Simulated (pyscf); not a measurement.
PySCF, gas phase, ωB97X-D3(BJ)/def2-SVP geometries.

SMILES: [CH3][Zn][SeH]
```xyz
7

C     -0.3955     1.9089    -0.9192
Zn     0.0746     0.0339    -0.7463
Se     0.6393    -2.1766    -0.5419
H      0.4841     2.5534    -0.7570
H     -1.1618     2.1988    -0.1817
H     -0.7927     2.1317    -1.9230
H     -0.7758    -2.5692    -0.5558
```
Charge 0, spin multiplicity 1.

Task: What is the homolytic dissociation enthalpy (298 K, ωB97M-D3(BJ)/def2-TZVP) of the Se–Zn bond of H₃C–Zn–SeH (SMILES [CH3][Zn][SeH]), to [H₃C–Zn]• + SeH•?

Result: Se–Zn to [H₃C–Zn]• + SeH•: 323.7 kJ/mol. The 7 functionals that were run give +312.8 (M06-2X) to +353.7 kJ/mol (ωB97X-D3(BJ)). The radicals are drawn with the spin at the cut bond; how far it spreads was not checked. Other isomers of [H₃C–Zn]• were not searched in full and may lie lower. Left out: the spin-orbit lowering of SeH, which is large for Br, Se, Te and I. Elements up to Kr have no core potential and no relativistic terms here.
